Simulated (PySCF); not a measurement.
C2H6F2OSi, SMILES COC(F)(F)[SiH3].

Geometry optimised at B3LYP-D3(BJ)/def2-SVP. This is a generated structure with no PubChem entry under its InChIKey; it may be hypothetical. Other conformers were not sampled.

Two levels are set side by side: TDDFT-PBE/def2-SVPD (PySCF) and TDDFT-B3LYP/def2-SVPD (PySCF). Vertical, same geometry. The lowest singlet is HOMO→LUMO 100 % with PBE and HOMO→LUMO 98 % with the other functional; states are paired by order. Differences are taken from unrounded values.

```
quantity                               TDDFT-B3LYP
-------------------------------------  -----------
lowest singlet excitation (eV)                8.02
lowest triplet excitation (TDA) (eV)          7.70
first bright state (f over 0.05) (eV)         8.78
its oscillator strength                       0.25
```

What does TDDFT-PBE give, and how far is it from TDDFT-B3LYP? (An estimate is asked for; the answer gives what the named calculation found.)


| quantity | TDDFT-PBE | TDDFT-PBE minus TDDFT-B3LYP |
|---|---|---|
| lowest singlet excitation (eV) | 7.00 | -1.02 |
| lowest triplet excitation (TDA) (eV) | 6.97 | -0.73 |
| first bright state (f over 0.05) (eV) | 8.04 | -0.74 |
| its oscillator strength | 0.17 | -0.07 |

Functionals without exact exchange tend to place singlet excitations lower, as here. Differences between two approximate levels are no errors against the true value.

Rough cost on one machine, each run with all the roots and properties that it gave: TDDFT-B3LYP against TDDFT-PBE about 4 times.
